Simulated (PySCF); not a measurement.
A PySCF script (with the pyscf-properties extension) for the NMR shieldings of SMILES CC[O+](C)[AlH2-][Cl], C3H10AlClO, on a GFN2-xTB geometry:

```python
import basis_set_exchange as bse
import numpy as np
from pyscf import gto, dft
from pyscf.prop import nmr

atoms = """
C     1.815695   -0.655753   -0.428805
C     0.831306   -0.421279    0.707679
O    -0.425763    0.067559    0.255950
C    -1.246503   -0.881175   -0.394725
Al   -1.144236    1.830605    0.205547
Cl    0.215353    3.006826    1.178293
H     1.499515   -1.474014   -1.071176
H     2.790325   -0.901668   -0.016804
H     1.904096    0.250084   -1.024470
H     1.212429    0.359004    1.371414
H     0.672115   -1.340025    1.285750
H    -0.796561   -1.228907   -1.325754
H    -2.179103   -0.363190   -0.617635
H    -1.445014   -1.730576    0.263991
H    -2.481535    1.513076    0.945030
H    -1.229718    1.978376   -1.345694
"""
names = dict.fromkeys(["C", "O", "Al", "Cl", "H"], "pcSseg-1")
basis = {el: gto.basis.parse(bse.get_basis(n, elements=[el], fmt="nwchem")) for el, n in names.items()}
mol = gto.M(atom=atoms, basis=basis, charge=0, verbose=0)
mf = dft.RKS(mol, xc="PBE0")
mf.grids.level = 2
mf.grids.alignment = dft.numint.BLKSIZE   # the property module wants whole blocks of grid points
mf.conv_tol = 1e-9
mf.kernel()

calc = nmr.RKS(mf)   # GIAO
C = mf.mo_coeff
Co = C[:, mf.mo_occ > 0]
resp = mf.gen_response(singlet=True, hermi=2)
def vind(x):   # induced exchange potential for any number of trial vectors
    d = np.einsum("pi,xij,qj->xpq", C, 2 * x.reshape(-1, C.shape[1], Co.shape[1]), Co, optimize=True)
    return np.einsum("xpq,pi,qj->xij", resp(d - d.transpose(0, 2, 1)), C, Co, optimize=True).ravel()
mo1, _ = nmr.rhf.solve_mo1(calc, with_cphf=vind)
sigma = calc.kernel(mo1)
for i, s in enumerate(sigma):   # ppm
    w = np.linalg.eigvalsh((s + s.T) / 2)
    print("%2d %-2s iso %8.1f  s11 %8.1f  s22 %8.1f  s33 %8.1f" % (i, mol.atom_pure_symbol(i), w.mean(), *w))
```

Task: What are the results?

Result: 
```
 0 C  iso    173.2  s11    155.4  s22    177.4  s33    186.6
 1 C  iso    117.3  s11     79.3  s22    102.4  s33    170.2
 2 O  iso    320.6  s11    281.6  s22    322.3  s33    358.0
 3 C  iso    131.4  s11     96.2  s22    115.6  s33    182.3
 4 Al iso    421.1  s11    390.3  s22    432.4  s33    440.8
 5 Cl iso    993.5  s11    894.1  s22   1026.8  s33   1059.6
 6 H  iso     30.1  s11     25.4  s22     29.4  s33     35.5
 7 H  iso     30.7  s11     26.6  s22     27.3  s33     38.1
 8 H  iso     30.2  s11     25.7  s22     29.6  s33     35.5
 9 H  iso     26.7  s11     21.3  s22     28.8  s33     30.2
10 H  iso     28.1  s11     23.3  s22     27.7  s33     33.4
11 H  iso     28.0  s11     23.5  s22     26.5  s33     34.1
12 H  iso     27.4  s11     22.5  s22     26.3  s33     33.3
13 H  iso     28.7  s11     24.8  s22     25.6  s33     35.6
14 H  iso     27.7  s11     23.7  s22     26.3  s33     33.0
15 H  iso     27.7  s11     24.0  s22     26.3  s33     32.7
```

These numbers come from an equivalent density-fitted implementation of the same equations, which agrees with the script to about 0.01 ppm for H and up to a few tenths of a ppm for heavy atoms, so last digits may differ.

Size and cost of the density-fitted run: 166 basis functions, 40 s wall time on 1 thread of an Intel Xeon Platinum 8259CL, shared host; peak memory 0.75 GiB.
